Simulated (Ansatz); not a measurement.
CH3BO2 can be A, `BC(=O)O`, or B, `B1OCO1`.

Calculated with Ansatz (gas phase, PBE0-D4/def2-TZVP geometries, no zero-point term in ΔE). CCSD(T)/CBS is the MP2 limit (def2-TZVPP, def2-QZVPP) plus CCSD(T) − MP2 in def2-TZVPP, frozen cores. DFT in def2-TZVPP. B3LYP here is the variant with VWN-RPA as its local correlation; programs differ in this. One conformer a species, not always the lowest.

Question: Which isomer does CCSD(T)/CBS put lower? Give the gap. (An estimate is asked.)

Answer: Ansatz gave: B, by 179.6 kJ/mol.

Question: Give E(B) − E(A) in kJ/mol with CCSD(T)/def2-SVP, CCSD/def2-TZVPP, CCSD(T)/def2-TZVPP, ωB97M-V, B3LYP-D4, MP2/def2-TZVPP, LDA (SPW92). (Estimate.)

Answer: The calculation gave: CCSD(T)/def2-SVP -181.9, CCSD/def2-TZVPP -180.8, CCSD(T)/def2-TZVPP -178.7, ωB97M-V -177.5, B3LYP-D4 -159.9, MP2/def2-TZVPP -183.5, LDA (SPW92) -184.7. None reverses the order clearly.

Question: Does the order hold for the free energy at 298.15 K (harmonic terms from PBE0-D4)? (Estimate.)

Answer: Computed: Yes: G(B) − G(A) = -160.6 kJ/mol, for one conformer each.

Largest T1 diagnostic: 0.019.

From r2SCAN to r2SCAN0 (25 % exact exchange), in def2-TZVPP and without D4, E(B) − E(A) moves by −12.3 kJ/mol. In def2-TZVPP, CCSD(T) changes the Hartree–Fock value by −13.4 kJ/mol (the triples alone add +2.1 kJ/mol) and MP2 by −18.1 kJ/mol.
